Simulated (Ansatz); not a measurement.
CH₃BClFO (`OC(F)BCl`) from Hartree–Fock to CCSD(T)

Cartesian coordinates in Å:
```
O -1.419 0.104 -0.266
C -0.056 0.197 -0.432
F 0.324 1.531 -0.612
B 0.621 -0.299 0.918
Cl 1.716 -1.641 0.893
H -1.859 0.188 -1.118
H 0.285 -0.324 -1.335
H 0.389 0.243 1.950
```

Charge 0, multiplicity 1. The structure was optimised at the PBE0-D4/def2-TZVP level. It is one conformer, not always the lowest. Frozen core, restricted reference, the Gaussian-basis code of Ansatz. CBS rows extrapolate triple and quadruple zeta; past MP2 they add the triple-zeta difference.

| basis | HF (Eh) | MP2 corr. |
| --- | --- | --- |
| def2-SVP | -697.79288 | -0.71521 |
| def2-TZVPP | -698.23919 | -0.93678 |
| def2-QZVPP | -698.26235 | -1.01751 |

Estimate the CCSD correlation energy and the (T) correction in each basis where they were run (hartree).


```tsv
basis	CCSD corr.	(T)
def2-SVP	-0.75446	-0.01751
def2-TZVPP	-0.97089	-0.03624
CBS(def2)	-1.11142	as TZ
```
